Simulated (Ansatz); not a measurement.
Ideal-gas functions of `N[Si@H]1O[C@H]1Cl` at 600 K and 1 bar, from an Ansatz frequency run at PBE0-D4/def2-TZVP.

Molar mass 109.59 g/mol, point group C1 (symmetry number 1), electronic degeneracy 1, moments of inertia 86.337, 226.655, 282.932 u Å². Harmonic wavenumbers (cm⁻¹, unscaled): 104, 158, 271, 316, 376, 387, 571, 683, 696, 768, 816, 900, 923, 1082, 1121, 1264, 1567, 2290, 3165, 3625, 3730.

Use S(trans) = R[1.5 ln M + 2.5 ln T − 1.1517]; rotational temperatures θ = 24.2544 K / I; S(rot) = R[ln(√π/σ · √(T³/θAθBθC)) + 1.5]; for each mode x = 1.438777 ν̃/T, S = R[x/(eˣ − 1) − ln(1 − e⁻ˣ)] and H = RT x/(eˣ − 1); 1 cm⁻¹ = 0.0119627 kJ/mol; R = 8.31446 J/(mol·K).

Q: By hand: the entropy, in J/(mol·K).

A: Translation 182.0. Rotation: θ = 0.2809, 0.107, 0.0857 K, giving 121.8. Vibration, mode by mode: 19.88, 16.43, 12.04, 10.82, 9.45, 9.23, 6.32, 5.08, 4.96, 4.32, 3.94, 3.36, 3.22, 2.39, 2.22, 1.69, 0.94, 0.22, 0.04, 0.01, 0.01, in all 116.6. Electronic 0.0. Sum 420.4 J/(mol·K).

Q: By hand: H − E and G − E in kJ/mol, counted from the electronic energy.

A: Zero-point energy ½ × 24813 × 0.0119627 = 148.4; thermal vibration 37.2; translation, rotation and pV give 4 RT = 20.0. H − E = 205.6 kJ/mol, and G − E = 205.6 − 600 × 420.4/1000 = -46.6 kJ/mol.

Vibration gives 28 % of the entropy, 19.9 J/(mol·K) of it from the mode under 150 cm⁻¹: soft modes count most, and the harmonic formula is weakest for them. The sum counts one conformer and one mirror image; others add a mixing term.
